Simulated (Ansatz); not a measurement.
Input file for H8O3Si3 (`O[Si](O)([SiH3])O[SiH3]`):

```yaml
crystal:
  periodic: [false, false, false]
  atoms:
    - {symbol: O, position_ang: [-2.114052, -0.214652, 0.262116]}
    - {symbol: Si, position_ang: [-0.736626, 0.506481, -0.236726]}
    - {symbol: O, position_ang: [-1.099456, 2.068433, -0.582485]}
    - {symbol: Si, position_ang: [0.036103, -0.710356, -2.074724]}
    - {symbol: O, position_ang: [0.411690, 0.534195, 0.927593]}
    - {symbol: Si, position_ang: [1.289447, -0.371629, 1.973769]}
    - {symbol: H, position_ang: [-2.732796, 0.310948, 0.773996]}
    - {symbol: H, position_ang: [-0.396850, 2.712222, -0.480203]}
    - {symbol: H, position_ang: [0.334491, -2.114646, -1.683345]}
    - {symbol: H, position_ang: [-0.969424, -0.716146, -3.169460]}
    - {symbol: H, position_ang: [1.291881, -0.092990, -2.584553]}
    - {symbol: H, position_ang: [0.444580, -0.797860, 3.118164]}
    - {symbol: H, position_ang: [2.412971, 0.460776, 2.468983]}
    - {symbol: H, position_ang: [1.828041, -1.574765, 1.286884]}
basis:
  gaussian: {orbitals: def2-TZVPP}
correlation: {method: ccsd_t}
```

```sh
$ ansatz run in.yaml --threads 2 --pin off --events-out ev --progress --plain --max-ram 20480MiB --backend cuda --devices 0, --max-vram 18GiB
```

The program prints (abridged):

```
Functional definition: HF
1944 factors; integrals over basis functions are off by at most 9.4e-4 eV
mean field evaluation 1: about -29827.4482 eV, gradient 5.8e1 eV
mean field evaluation 2: about -29827.8272 eV, gradient 5.8e1 eV
mean field evaluation 4: about -29834.3363 eV, gradient 4.2e0 eV
mean field evaluation 8: about -29834.4388 eV, gradient 3.8e-1 eV
mean field -29834.43924987 eV, -1096.3954199234 hartree, gradient 6.9e-6 eV, S^2 0.000000; 0 other end points of the search recorded, 0 dependent functions left out
18 core orbitals not correlated: weight in the atoms' cores, before any rotation towards them, 1.000 or more for the frozen orbitals, at most 0.000 for the correlated occupied ones
reference -29834.43924987 eV, -1096.3954199234 hartree; 19, 19 occupied and 294, 294 virtual orbitals, 1944 factors
second order -29.40934435 eV of doubles, -0.00000000 eV of singles
cycle   1  -29.96768836 eV  change   -5.6e-1 eV  update   1.2e-1
cycle   2  -30.73799290 eV  change   -7.7e-1 eV  update   3.6e-2
cycle   3  -30.90667945 eV  change   -1.7e-1 eV  update   1.9e-2
cycle   4  -30.88507591 eV  change    2.2e-2 eV  update   4.1e-3
cycle   5  -30.88376774 eV  change    1.3e-3 eV  update   1.9e-3
cycle   6  -30.88468773 eV  change   -9.2e-4 eV  update   5.0e-4
cycle   7  -30.88427389 eV  change    4.1e-4 eV  update   1.8e-4
cycle   8  -30.88418917 eV  change    8.5e-5 eV  update   5.0e-5
cycle   9  -30.88420850 eV  change   -1.9e-5 eV  update   1.9e-5
perturbative correction -1.07081425 eV, -0.0393516977 hartree
Total energy: -29866.39427261 eV, -1097.5697453492 hartree
```

It took 7 s on 2 threads of an AMD EPYC 7R13 on a shared host and a share of an NVIDIA H100 80 GB, with 0.84 GiB of host memory at the peak.

The correlation energy is -31.955 eV, 3.4 % of it from (T); the T1 diagnostic reads 0.0125.
